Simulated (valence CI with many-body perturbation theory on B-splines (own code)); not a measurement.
# Energy levels of Cd XXXVI

Calculated by configuration interaction combined with many-body perturbation theory (CI+MBPT): three valence electrons over a frozen Dirac-Fock core [Ne], a basis of 11 s, 11 p, 10 d, 8 f, 5 g, 2 h functions for each j, with the one-electron correlation potential Σ1, the two-electron term Σ2, the three-electron term Σ3, Breit, model QED; selected CI, second order for the rest, scaled by the run's own slope (own B-spline code, finite nucleus).

No measured spectrum was set against this ion. As an estimate, large intervals hold to a few tenths of a per cent, small ones and those within an open d or f shell to about a per cent.

Levels 91 to 135 of 154, with energies above the lowest level, (3s^2 3p1/2) J=1/2. "Leading %" is the weight of the configuration and term that name the level; weights of strongly mixed levels are sums over their largest components and can fall short. In the jj column 3d3/2^4 stands for four electrons in 3d with j = 3/2. Lifetimes count E1, E2, E3, M1 and M2 decay at the calculated energies, and are blank where another channel may lead or the interval is too uncertain; long ones can be off by a factor of two.

| No. | Configuration | Term | J | E (eV) | Leading % | Lifetime | Leading jj |
| --- | --- | --- | --- | --- | --- | --- | --- |
| 91 | 3p 3d2 | 4P° | 1/2 | 527.83 | 47 | 8.26 ps | 3p1/2 3d3/2 3d5/2 (99 %) |
| 92 | 3p 3d2 | 4D° | 3/2 | 529.35 | 33 | 4.32 ps | 3p1/2 3d3/2^2 (55 %) |
| 93 | 3p 3d2 | 4D° | 7/2 | 537.61 | 49 | 5.68 ps | 3p1/2 3d5/2^2 (60 %) |
| 94 | 3p 3d2 | 4F° | 5/2 | 538.47 | 36 | 3.85 ps | 3p1/2 3d3/2 3d5/2 (88 %) |
| 95 | 3p 3d2 | 2H° | 9/2 | 541.51 | 48 | 13.7 ps | 3p1/2 3d5/2^2 (66 %) |
| 96 | 3p 3d2 | 4D° | 3/2 | 543.59 | 38 | 4.04 ps | 3p1/2 3d3/2 3d5/2 (75 %) |
| 97 | 3p 3d2 | 2G° | 7/2 | 544.52 | 52 | 6.28 ps | 3p1/2 3d3/2 3d5/2 (53 %) |
| 98 | 3p 3d2 | 2F° | 5/2 | 544.74 | 39 | 9.26 ps | 3p1/2 3d5/2^2 (83 %) |
| 99 | 3p 3d2 | 4P° | 3/2 | 546.71 | 41 | 6.01 ps | 3p1/2 3d5/2^2 (84 %) |
| 100 | 3p 3d2 | 2P° | 1/2 | 564.24 | 79 | 5.18 ps | 3p1/2 3d5/2^2 (70 %) |
| 101 | 3p 3d2 | 4F° | 3/2 | 566.10 | 31 | 2.75 ps | 3p3/2 3d3/2^2 (89 %) |
| 102 | 3p 3d2 | 4G° | 11/2 | 566.55 | 95 | 8.86 ps | 3p3/2 3d5/2^2 (60 %) |
| 103 | 3p 3d2 | 4F° | 9/2 | 568.22 | 43 | 4.54 ps | 3p3/2 3d3/2 3d5/2 (89 %) |
| 104 | 3p 3d2 | 4F° | 7/2 | 569.31 | 49 | 4.16 ps | 3p3/2 3d3/2 3d5/2 (90 %) |
| 105 | 3p 3d2 | 4F° | 5/2 | 569.40 | 40 | 2.88 ps | 3p3/2 3d3/2^2 (64 %) |
| 106 | 3p 3d2 | 4D° | 1/2 | 571.24 | 73 | 2.78 ps | 3p3/2 3d3/2^2 (86 %) |
| 107 | 3p 3d2 | 2F° | 7/2 | 571.65 | 44 | 3.29 ps | 3p3/2 3d3/2^2 (49 %) |
| 108 | 3p 3d2 | 4D° | 5/2 | 574.73 | 45 | 4.82 ps | 3p3/2 3d3/2 3d5/2 (78 %) |
| 109 | 3p 3d2 | 2S° | 1/2 | 576.49 | 48 | 3.60 ps | 3p3/2 3d3/2 3d5/2 (91 %) |
| 110 | 3p 3d2 | 4D° | 3/2 | 576.65 | 67 | 3.03 ps | 3p3/2 3d3/2 3d5/2 (72 %) |
| 111 | 3p 3d2 | 4D° | 7/2 | 578.87 | 80 | 4.67 ps | 3p3/2 3d3/2 3d5/2 (58 %) |
| 112 | 3p 3d2 | 2F° | 5/2 | 580.55 | 53 | 3.97 ps | 3p3/2 3d3/2 3d5/2 (58 %) |
| 113 | 3p 3d2 | 4P° | 5/2 | 583.07 | 37 | 3.97 ps | 3p3/2 3d3/2 3d5/2 (56 %) |
| 114 | 3p 3d2 | 4S° | 3/2 | 583.25 | 54 | 2.57 ps | 3p3/2 3d3/2 3d5/2 (51 %) |
| 115 | 3p 3d2 | 2G° | 9/2 | 584.82 | 53 | 5.45 ps | 3p3/2 3d5/2^2 (81 %) |
| 116 | 3p 3d2 | 2H° | 11/2 | 586.02 | 95 | 8.23 ps | 3p3/2 3d3/2 3d5/2 (60 %) |
| 117 | 3p 3d2 | 2G° | 7/2 | 587.78 | 45 | 4.01 ps | 3p3/2 3d3/2 3d5/2 (41 %) |
| 118 | 3p 3d2 | 2D° | 3/2 | 592.11 | 51 | 3.08 ps | 3p3/2 3d3/2 3d5/2 (77 %) |
| 119 | 3p 3d2 | 2F° | 7/2 | 593.25 | 60 | 3.64 ps | 3p3/2 3d3/2 3d5/2 (46 %) |
| 120 | 3p 3d2 | 2P° | 1/2 | 594.58 | 85 | 3.53 ps | 3p3/2 3d5/2^2 (73 %) |
| 121 | 3p 3d2 | 2D° | 5/2 | 596.85 | 78 | 2.85 ps | 3p3/2 3d3/2 3d5/2 (55 %) |
| 122 | 3p 3d2 | 2G° | 9/2 | 599.10 | 86 | 3.34 ps | 3p3/2 3d3/2 3d5/2 (76 %) |
| 123 | 3p 3d2 | 2F° | 5/2 | 603.60 | 92 | 3.49 ps | 3p3/2 3d3/2 3d5/2 (86 %) |
| 124 | 3p 3d2 | 2D° | 3/2 | 605.78 | 65 | 2.60 ps | 3p3/2 3d3/2 3d5/2 (60 %) |
| 125 | 3p 3d2 | 2P° | 3/2 | 609.27 | 82 | 4.69 ps | 3p3/2 3d5/2^2 (85 %) |
| 126 | 3p 3d2 | 2F° | 7/2 | 609.85 | 52 | 3.55 ps | 3p3/2 3d5/2^2 (73 %) |
| 127 | 3p 3d2 | 2D° | 5/2 | 612.29 | 81 | 3.44 ps | 3p3/2 3d5/2^2 (70 %) |
| 128 | 3p 3d2 | 2P° | 1/2 | 614.00 | 93 | 2.61 ps | 3p3/2 3d3/2 3d5/2 (72 %) |
| 129 | 3p 3d2 | 2P° | 3/2 | 623.17 | 67 | 2.72 ps | 3p3/2 3d5/2^2 (72 %) |
| 130 | 3d3 | 4F | 3/2 | 694.36 | 81 | 2.61 ps | 3d3/2^3 (75 %) |
| 131 | 3d3 | 4F | 5/2 | 700.14 | 94 | 3.03 ps | 3d3/2^2 3d5/2 (92 %) |
| 132 | 3d3 | 4F | 7/2 | 704.16 | 78 | 3.34 ps | 3d3/2^2 3d5/2 (63 %) |
| 133 | 3d3 | 4F | 9/2 | 706.02 | 42 | 3.60 ps | 3d3/2^2 3d5/2 (80 %) |
| 134 | 3d3 | 4P | 3/2 | 707.58 | 49 | 2.64 ps | 3d3/2^2 3d5/2 (80 %) |
| 135 | 3d3 | 4P | 1/2 | 709.61 | 74 | 2.71 ps | 3d3/2^2 3d5/2 (95 %) |
